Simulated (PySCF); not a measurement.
## Structure from NMR data

An unknown has the formula C4H9OPSi2. Its calculated NMR data are:

1H NMR (400 MHz, computed): δ 4.67 (m, 1H), 3.61 (m, 3H), 2.35 (s, 3H), 1.59 (m, 2H).

13C{1H} NMR (computed): δ 187.2, 113.8, 100.4, 36.4.

[PySCF: coordinates at the GFN2-xTB level; shielding tensors at PBE0/pcSseg-1 (GIAO); equivalent nuclei averaged; a single conformation; no relativistic terms; no solvent]

Scale: TMS for 1H, 13C (reference shieldings calculated alike).

Problem. Propose a structure and justify it.

Solution. 
1. 4 carbon signals for 4 carbons: no two carbons are equivalent.
2. Carbon types of the structure: 3 × C, 1 × CH3, leaving 6 H on heteroatoms.
3. δC 187.2: carbonyl carbon of an ynone.
4. δC 113.8, 100.4: alkyne carbon.
5. δC 36.4: methyl carbon α to a carbonyl; the adjacent C=O deshields it moderately.
6. δH 4.67: hydrogen on a silicon bonded to C, P, Si.
7. δH 3.61: hydrogen on a silicon bonded to Si.
8. δH 2.35: hydrogen on a methyl carbon α to a carbonyl; α to C=O.
9. δH 1.59: hydrogen on a phosphorus bonded to Si.

The compound is `CC(=O)C#C[Si@H]([SiH3])P`.

The shifts were computed for this structure.

Splittings by 31P in the carbon and heteronuclear signals aren't shown, as no couplings were computed. Shifts are as computed. Against solution values, carbons near 30 ppm lie about +3 ppm off and those near 130 ppm about +5 ppm. Of 1309 compounds with measured shifts, 239 miss one by over three times the rms of a fit or turn the order of signals round; such compounds aren't used in these exercises. Multiplicities follow the n + 1 count of equivalent neighbours, as no J values were calculated; m marks all less simple cases, F and P coupling included.
